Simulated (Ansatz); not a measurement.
`C[Si](F)(Cl)N=C=O` + H₂ → `O=C=N[SiH](F)Cl` + CH₄ at 700 K and 1 bar (hydrogenolysis of the Si–C bond).

Calculated with Ansatz (gas phase, PBE0-D4/def2-TZVP geometries, no zero-point term in ΔE). CCSD(T)/CBS is the MP2 limit (def2-TZVPP, def2-QZVPP) plus CCSD(T) − MP2 in def2-TZVPP, frozen cores. This one scheme is used for every species. One conformer a species, not always the lowest.

```tsv
species	CCSD(T)/CBS energy (Eh)	H − E (kJ/mol)	S (J/(mol·K))
`C[Si](F)(Cl)N=C=O`	-1056.62222	234.4	526.0
H₂	-1.17544	46.8	155.3
`O=C=N[SiH](F)Cl`	-1017.33874	140.0	459.6
CH₄	-40.46206	145.9	224.0
```

H − E and S are ideal-gas, rigid-rotor, harmonic terms from PBE0-D4/def2-TZVP, for one conformer and one mirror image of each species. For small species the MP2-based limit differs from directly extrapolated CCSD(T) by up to some mEh (0.8 for H₂); such offsets cancel only in part. 1 Eh = 2625.50 kJ/mol, R = 8.31446 J/(mol·K).

By hand: ΔE, ΔH, ΔS and ΔG.

ΔE = (-1017.33874) + (-40.46206) − (-1056.62222) − (-1.17544) = -0.00314 Eh = -8.2 kJ/mol. Δ(H − E) = 140.0 + 145.9 − 234.4 − 46.8 = 4.7, so ΔH = -3.5 kJ/mol. ΔS = 459.6 + 224.0 − 526.0 − 155.3 = 2.3 J/(mol·K). ΔG = -3.5 − 700 × (2.3)/1000 = -5.1 kJ/mol.

By hand: the equilibrium constant, and the temperature at which ΔG would vanish if ΔH and ΔS stayed fixed.

log₁₀ K = −ΔG/(RT ln 10) = 0.4. ΔH and −TΔS have one sign here, so there is no such temperature.

TΔS isn't small against ΔH here. The sign of ΔG lies within the doubt. A doubt of 5 kJ/mol in ΔE shifts log₁₀ K by 0.4 here. Other conformers and mirror images would add mixing entropy, several J/(mol·K) or more a flexible species. Modes under 60 cm⁻¹, often nearly free rotors, make the harmonic entropy too high. These are equilibria of isolated gas molecules and say nothing of rates. Largest T1 diagnostic: 0.014 (customary marks: 0.02 for closed shells, 0.045 for open ones).

ΔS is within the doubt of such terms, so its sign, and with it that verdict, could turn.
